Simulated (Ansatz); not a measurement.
Consider the redistribution: `CC(C)[O][InH2]` + `O=C=NB(F)F` → `CC(C)[O][InH][F]` + `O=C=NBF`.

Isolated molecules relaxed with PBE0-D4/def2-TZVP in Ansatz; ΔE leaves out vibrations. CBS: MP2 limit from def2 TZ/QZ plus the TZ coupled-cluster correction, frozen cores. This one scheme is used for every species. DFT in def2-TZVPP. B3LYP here is the variant with VWN-RPA as its local correlation; programs differ in this. Elements past krypton have def2 core potentials. For In outer-core shells are correlated without core-valence functions, which leaves a few kJ/mol of doubt a bond. One conformer a species, not always the lowest.

| level | ΔE (kJ/mol) |
| --- | --- |
| B3LYP-D4 | 75.6 |
| ωB97M-V | 79.3 |
| B2PLYP | 74.9 |
| PBE | 72.3 |
| r2SCAN | 76.3 |
| PBE0 | 80.5 |
| MP2/def2-QZVPP | 68.9 |
| SCS-MP2/def2-QZVPP | 68.2 |

Problem. What does CCSD(T)/CBS give? (Estimate.)

Solution. The calculation gave: +68.9 kJ/mol. The listed levels differ from it by 6.7, 10.4, 6.0, 3.4, 7.4, 11.6, 0.0, -0.7 kJ/mol.

Largest T1 diagnostic among the species: 0.016.

In def2-TZVPP, CCSD(T) changes the Hartree–Fock value by −8.2 kJ/mol (the triples alone add −2.9 kJ/mol) and MP2 by −12.3 kJ/mol. From PBE to PBE0 (25 % exact exchange), in def2-TZVPP and without D4, ΔE moves by +8.2 kJ/mol.
